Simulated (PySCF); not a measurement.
**How well do the runs reproduce experiment for benzonitrile?**

**What was measured.**

NIST CCCBDB Release 22 (SRD 101), experimental dipoles lists, for the gas: dipole moment (microwave Stark effect, vibrational ground state) 4.515 ± 0.0068 D.

How close the calculation comes is told at the end.

Benzonitrile, C7H5N.
SMILES with atom numbers: `[N:1]#[C:2][c:3]1[cH:4][cH:5][cH:6][cH:7][cH:8]1` (hydrogens: H9 on C4; H10 on C5; H11 on C6; H12 on C7; H13 on C8)

Cartesian coordinates in Å at the B3LYP/def2-SVP level; atoms count from 1:
```xyz
13
C7H5N angstrom
N      3.5888    0.6939   -0.0358
C      2.4453    0.4925   -0.0490
C      1.0301    0.2424   -0.0657
C      0.1249    1.3174    0.0226
C     -1.2477    1.0700    0.0062
C     -1.7250   -0.2409   -0.0974
C     -0.8277   -1.3107   -0.1853
C      0.5471   -1.0762   -0.1699
H      0.5054    2.3375    0.1038
H     -1.9487    1.9052    0.0751
H     -2.8013   -0.4299   -0.1097
H     -1.2009   -2.3343   -0.2667
H      1.2538   -1.9055   -0.2383
```

Runs made with PySCF (gas phase, on this B3LYP/def2-SVP geometry; no spin–orbit coupling):

```tsv
level	job	basis functions	wall time
B3LYP/def2-SVP, grid level 1	geometry optimisation from a GFN2-xTB start	137	14 s
```

Hardware: Arm Neoverse V2, one thread, no GPU, on a shared host.

**Comparison with experiment**

**Dipole moment.** Measured: 4.515 D (NIST CCCBDB Release 22 (SRD 101), experimental dipoles).

```csv
level,computed (D),computed − measured (D),% (from the printed values)
B3LYP/def2-SVP,4.410,-0.105,-2
```

The computed dipoles belong to one fixed geometry; measured ones are averaged over vibrations unless marked μe. Magnitudes are compared, not signs.

The geometry is computed, not the measured one. Where a level misses, the cause wasn't examined.
